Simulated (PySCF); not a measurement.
## Excitation energy of Rh by level of theory

Rh [Kr] 4d8 5s1 (4F) → Rh [Kr] 4d7 5s1 5p1 (high-spin determinant), as a difference of total energies. Computed with PySCF 2.14 in aug-cc-pwCVDZ-PP with ECP28MDF, with scalar relativity through the core potential. Correlated levels: valence: 4s2 4p6 frozen. The calculations carry no spin-orbit coupling.

| method | excitation energy (eV) |
| --- | --- |
| UHF | 2.782 |
| MP2 (valence) | 4.309 |
| SCS-MP2 (valence) | 4.479 |
| CCSD (valence) | 4.056 |
| CCSD(T) (valence) | 4.151 |

How much does correlation contribute at CCSD(T) (valence)?

4.151 − (2.782) = 1.369 eV, measured against UHF.

The determinant of the upper state mixes LS terms, which raises its energy above the lowest term, most at the Hartree-Fock and MP2 levels.
